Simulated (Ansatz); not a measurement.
Relaxation of the cluster SnBi2 with UKS PBE0-D4/def2-SVP.

```sh
$ ansatz run in.yaml --threads 4 --pin off --events-out ev --progress --plain --max-ram 3916MiB
```

```yaml
crystal:
  periodic: [false, false, false]
  atoms:
    - {symbol: Bi, position_ang: [1.220939, 0.109935, -1.098976]}
    - {symbol: Bi, position_ang: [-0.215959, 1.231546, 1.071059]}
    - {symbol: Sn, position_ang: [-1.004980, -1.341481, 0.027917]}
basis:
  gaussian: {orbitals: def2-SVP}
magnetization: {spin_polarized: true, initial_magnetization: 4}
hamiltonian: {xc: pbe0, dispersion: d4}
scf: {omitted_lower_state_checks: [starts]}
output: {orbitals: {seedname: orbitals}}
relax: {f_tol: 0.02, max_steps: 100}
```

It took 17 s on 4 threads of Arm Neoverse V2 on a shared host.

Positions (Å) and forces (eV/Å) at steps 1, 2, 4 of 4:

```xyz
3
step=1 energy=-17512.5173 eV
Bi    1.221    0.110   -1.099    1.604    0.448   -1.231
Bi   -0.216    1.232    1.071    0.004    1.698    1.186
Sn   -1.005   -1.341    0.028   -1.608   -2.146    0.045
3
step=2 energy=-17512.9627 eV
Bi    1.327    0.152   -1.171   -0.229    0.249    0.395
Bi   -0.204    1.347    1.140    0.295   -0.160   -0.397
Sn   -1.123   -1.498    0.031   -0.066   -0.089    0.002
3
step=4 energy=-17512.9864 eV
Bi    1.314    0.178   -1.141    0.003   -0.003   -0.005
Bi   -0.176    1.341    1.109   -0.004    0.003    0.005
Sn   -1.138   -1.519    0.032    0.000    0.000    0.000
```

In the def2 sets Bi, Sn take a core potential; there is no spin–orbit coupling. At PBE0-D4/def2-SVP a singlet of charge 0 lies 2.18 eV below the quintet, each at its own geometry. The structure comes from a short search, and lower isomers may exist.
